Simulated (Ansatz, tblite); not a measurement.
Removing and adding an electron: Cu(NH3)I (CuINH3). The state is a singlet with charge 0. Geometry: PBE-D4/def2-TZVP. Ansatz, gas phase; energy differences of separate SCF runs; the oxidised species was run as a doublet alone; the reduced species was run as a doublet alone.

```xyz
6

Cu   -0.2739   -1.0176   -0.2898
N     0.2156    0.8009    0.2275
H     0.8383    1.2344   -0.4610
H     0.7006    0.8181    1.1298
H    -0.6088    1.4032    0.3138
I    -0.8718   -3.2390   -0.9204
```

In the def2 sets I takes a core potential; there is no spin–orbit coupling. The xTB rows come from tblite. HOMO above LUMO, or a gap near zero within one spin, warns that the state may not be the lowest or that an electron is smeared out.

```csv
level,−HOMO (eV),vertical IE (eV),−LUMO (eV),vertical EA (eV),HOMO–LUMO gap (eV),IE − EA (eV),remarks
GFN2-xTB,9.26,13.07,2.27,-0.72,7.00,13.79,–
PBE-D4/def2-TZVP,4.90,8.01,1.75,–,3.15,–,gap within one spin near zero (+1 doublet)
PBE-D4/def2-TZVPD,4.98,–,1.96,0.18,3.02,–,HOMO above zero (-1 doublet)
PBE0-D4/def2-TZVPD,6.09,–,1.25,0.07,4.84,–,HOMO above zero (-1 doublet)
```

Q: Estimate the rows for GFN1-xTB, r2SCAN-D4/def2-TZVP, r2SCAN-D4/def2-TZVPD, PBE0-D4/def2-TZVP.

A: 
```tsv
level	−HOMO (eV)	vertical IE (eV)	−LUMO (eV)	vertical EA (eV)	HOMO–LUMO gap (eV)	IE − EA (eV)	remarks
GFN1-xTB	10.16	13.41	5.14	1.72	5.02	11.69	–
r2SCAN-D4/def2-TZVP	5.09	8.05	1.19	–	3.90	–	–
r2SCAN-D4/def2-TZVPD	5.15	–	1.40	0.11	3.75	–	HOMO above zero (-1 doublet)
PBE0-D4/def2-TZVP	6.03	8.16	0.96	–	5.06	–	–
```

   A HOMO above zero means that the electron is unbound at that level or that self-interaction error raises the level; the energy of removing that electron tells which. Raw xTB energy differences between charge states are shifted by several eV; the methods need an empirical correction for them. A negative affinity means that the extra electron isn't bound; its size then hangs on the basis.
